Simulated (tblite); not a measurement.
Species: C₅H₉N₂Si (doublet state).
Bonds: C1–C2, C2–Si3, Si3–N4, N4–C5 (aromatic), C5–C6 (aromatic), C6–N7 (aromatic), N7–C8 (aromatic), N4–C8 (aromatic). Hydrogens: H9, H10, H11 on C1; H12 on C2; H13, H14 on Si3; H15 on C5; H16 on C6; H17 on C8.

The geometry is computed with GFN2-xTB (gas phase). This method treats the open shell by occupation alone, without spin polarisation.

Problem. List the bond lengths, angles and torsions at this level.

Solution. 
| bond | length (Å) |
| --- | --- |
| C1–C2 | 1.478 |
| C2–Si3 | 1.847 |
| Si3–N4 | 1.758 |
| N4–C5 | 1.372 |
| C5–C6 | 1.360 |
| C6–N7 | 1.364 |
| N7–C8 | 1.298 |
| N4–C8 | 1.360 |
| C1–H9, C1–H10, C1–H11 | 1.092 |
| C2–H12 | 1.081 |
| Si3–H13, Si3–H14 | 1.468 |
| C5–H15 | 1.071 |
| C6–H16 | 1.072 |
| C8–H17 | 1.071 |

Bonds in one row agree within 0.01 Å and their mean is given. A selection of angles:
| angle | degrees |
| --- | --- |
| C2–C1–H9 | 110.7 |
| C2–C1–H10 | 110.4 |
| H9–C1–H10 | 105.9 |
| H9–C1–H11 | 109.0 |
| C1–C2–Si3 | 126.1 |
| C1–C2–H12 | 115.0 |
| Si3–C2–H12 | 118.9 |
| C2–Si3–N4 | 107.4 |
| C2–Si3–H13 | 115.1 |
| C2–Si3–H14 | 112.4 |
| N4–Si3–H13 | 103.6 |
| N4–Si3–H14 | 106.7 |
| H13–Si3–H14 | 110.8 |
| Si3–N4–C5 | 126.7 |
| Si3–N4–C8 | 128.5 |
| C5–N4–C8 | 104.7 |
| N4–C5–C6 | 107.1 |
| N4–C5–H15 | 121.1 |
| C6–C5–H15 | 131.8 |
| C5–C6–N7 | 109.6 |
| C5–C6–H16 | 129.5 |
| N7–C6–H16 | 120.9 |
| C6–N7–C8 | 105.4 |
| N7–C8–H17 | 124.7 |
| N4–C8–N7 | 113.2 |
| N4–C8–H17 | 122.1 |

Torsions: C1–C2–Si3–N4 -12° (synperiplanar); C2–Si3–N4–C5 -66° (synclinal). The mirror-image conformer, all signs reversed, is as good.

C2 (carbon bonded to C, Si and H) is planar (angles 126.1°, 118.9° and 115.0°, sum 360.0°, 0.02 Å off the plane of its three neighbours). C6 (carbon bonded to C, N and H) is planar (angles 129.5°, 120.9° and 109.6°, sum 360.0°, 0.00 Å off the plane of its three neighbours). Si3 (silicon bonded to C, N and 2 H) is distorted tetrahedral (angles from 103.6° to 115.1°). The C–N distances run from 1.298 Å (N7–C8, aromatic) to 1.372 Å (N4–C5, aromatic), a spread of 0.074 Å. C5 (carbon bonded to C, N and H) is planar (angles 131.8°, 121.1° and 107.1°, sum 360.0°, 0.00 Å off the plane of its three neighbours). Of the pairs four or more bonds apart, N4···H11 is among the closest relative to their van der Waals radii: 2.73 Å, 99 % of the sum of Bondi's values. N4 (nitrogen bonded to 2 C and Si) is planar (angles 128.5°, 126.7° and 104.7°, sum 360.0°, 0.01 Å off the plane of its three neighbours).

Point group: C1 (no symmetry element, even within 0.4 Å). Its GFN2-xTB frequencies are all real (lowest 21 cm⁻¹). 3 starts were optimised and ended at 0.00, 0.03 and 0.31 kcal/mol (GFN2-xTB); the lowest of these is shown.
